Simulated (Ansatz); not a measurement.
Coupled-cluster diagnostics for SnH(NCO)3 (C3HN3O3Sn), Ansatz.

Geometry of the singlet (r2SCAN-D4/def2-SVP):

Cartesian coordinates in Å:
```
Sn 1.050 0.006 0.675
H 2.453 0.021 1.599
N 1.424 0.627 -1.206
C 0.899 0.870 -2.273
O 0.465 1.124 -3.330
N -0.346 1.225 1.468
C -1.485 1.624 1.334
O -2.572 2.053 1.270
N 0.275 -1.851 0.575
C -0.651 -2.503 0.138
O -1.512 -3.195 -0.250
```

In the def2 sets Sn takes a core potential; there is no spin–orbit coupling. Correlated methods freeze 13 core orbitals; core or outer-core shells of Sn are correlated, in sets that lack core-valence functions.

(1) Estimate the CCSD(T) correlation energy, the shares of MP2 and (T), T1 and the reference's ⟨S²⟩ for: charge 0, singlet, own geometry in def2-SVP; and the rough time on 2 threads of AMD EPYC 7R13 on a shared host and a share (18 GiB) of an NVIDIA H100 80GB HBM3.

## Answers

(1) 
```csv
state,basis,correlation (eV),MP2 share (%),(T) share (%),T1,⟨S²⟩ (pure),wall time
"charge 0, singlet, own geometry",def2-SVP,-41.883,95.9,4.1,0.018,0.00 (0.00),3.2 s
```
Customary marks for T1 are 0.02 (closed shells), 0.045 (open shells) and about 0.05 (3d metals). T1 stays under 0.02 throughout.
